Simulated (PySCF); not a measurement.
Write a Z-matrix for `c1cccc2c1scc2` as optimised with PBE0/6-31G*.

Z-matrix in Å and degrees, rows numbered from 1:
```
C 
C   1  1.4041
C   2  1.3866  1  120.85
C   3  1.3964  2  118.34  1     0.02
S   4  1.7425  3  127.23  2   179.92
C   5  1.7357  4   91.17  3   179.91
C   6  1.3561  5  113.25  4     0.04
C   4  1.4139  3  121.64  2    -0.09
C   1  1.3841  2  120.77  3     0.02
H   1  1.0864  2  119.48  3  -179.96
H   2  1.0864  1  119.67  3  -179.99
H   3  1.0861  2  120.78  1   179.99
H   6  1.0825  5  119.23  4  -179.99
H   7  1.0846  6  123.56  5   179.97
H   9  1.0869  1  120.58  2   179.99
```

The 5-membered ring C4–S5–C6–C7–C8 has internal angles of 91.2° to 113.2° (sum 540°, against 540° for a flat polygon); it is planar, 0.00 Å rms from its mean plane, widest ring torsion 0°. The 9 heavy atoms lie in one plane (0.001 Å rms). The 6-membered ring C1–C2–C3–C4–C8–C9 has internal angles of 118.3° to 121.6°; it is planar, 0.00 Å rms from its mean plane, widest ring torsion 0°. The C–C distances run from 1.356 Å (C6–C7, aromatic) to 1.436 Å (C7–C8, aromatic), a spread of 0.080 Å.

Method used: PBE0/6-31G* geometry optimisation, gas phase in PySCF.

Point group: Cs (every atom within 0.08 Å of its image). Whether it is a minimum is left open (no frequencies).

Hardware: one thread of an Arm Neoverse V1, no GPU (shared host). Cost: 30 s of wall time, 0.64 GiB resident at most. This is the geometry optimisation.
